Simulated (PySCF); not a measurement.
Compound: indene, C₉H₈.
Structure used (GFN2-xTB), in Å, numbered top down from 1:
```xyz
17
C9H8 angstrom
C     -2.3241    0.4645    0.1555
C     -1.3736    1.3987    0.2656
C     -0.0694    0.7816    0.1222
C      1.2062    1.3210    0.1631
C      2.2870    0.4715   -0.0069
C      2.0997   -0.8870   -0.2159
C      0.8235   -1.4327   -0.2572
C     -0.2566   -0.5944   -0.0859
C     -1.7252   -0.8896   -0.0770
H     -3.3872    0.6170    0.2192
H     -1.5202    2.4510    0.4336
H      1.3542    2.3788    0.3242
H      3.2909    0.8696    0.0239
H      2.9583   -1.5289   -0.3485
H      0.6851   -2.4924   -0.4192
H     -2.0607   -1.3242   -1.0220
H     -1.9948   -1.5926    0.7154
```

Computed with TDDFT PBE0/def2-SVPD, vertical, gas phase, core orbitals frozen in the response (PySCF).

Transition dipole moments from the ground state, in atomic units and in the frame of the coordinates above (overall signs are arbitrary), for the states with f of 0.002 or more among the lowest 6:

```json
{"state": "S1", "E (hartree)": "0.1806", "μx": "0.466", "μy": "-0.127", "μz": "-0.037"}
{"state": "S2", "E (hartree)": "0.1866", "μx": "-1.132", "μy": "0.292", "μz": "0.086"}
{"state": "S3", "E (hartree)": "0.2170", "μx": "1.027", "μy": "0.580", "μz": "0.055"}
{"state": "S4", "E (hartree)": "0.2293", "μx": "0.009", "μy": "-0.029", "μz": "0.192"}
{"state": "S5", "E (hartree)": "0.2363", "μx": "-1.239", "μy": "0.187", "μz": "0.075"}
{"state": "S6", "E (hartree)": "0.2425", "μx": "0.590", "μy": "-0.366", "μz": "-0.078"}
```

(1) What oscillator strength does each state have?

(2) What is the point group, and which symmetry does each of these states have?

(3) What angle do the transition dipoles of S3 and S5 make?

(4) How is the summed strength of these states shared among x, y and z?

(5) What peak molar absorption coefficient would the strongest computed level give as a lone Gaussian band 0.4 eV wide at half height?

Results:

(1) f = (2/3) ΔE |μ|² with ΔE in hartree (27.2114 eV).

```tsv
state	|μ|² (au)	|μ| (D)	f
S1	0.235	1.23	0.028
S2	1.373	2.98	0.171
S3	1.394	3.00	0.202
S4	0.038	0.49	0.006
S5	1.575	3.19	0.248
S6	0.488	1.78	0.079
```

(2) Cs. The ground state is totally symmetric, so the direction of μ fixes the label. Polarised normal to the mirror plane, so A″: S4. Polarised in the mirror plane, so A′: S1, S2, S3, S5 and S6.

(3) |cos θ| = |μa·μb| / (|μa| |μb|) = 0.78, so θ ≈ 38° (taken between 0 and 90°, since the signs are arbitrary).

(4) (2/3) Σ ΔE μα² gives 0.636 for x, 0.088 for y and 0.009 for z, 0.734 in all.

(5) ε(max) = 2.175×10⁸ f / FWHM, with the width in cm⁻¹. S5: 2.175×10⁸ × 0.2482 / 3226 ≈ 17000 L mol⁻¹ cm⁻¹.
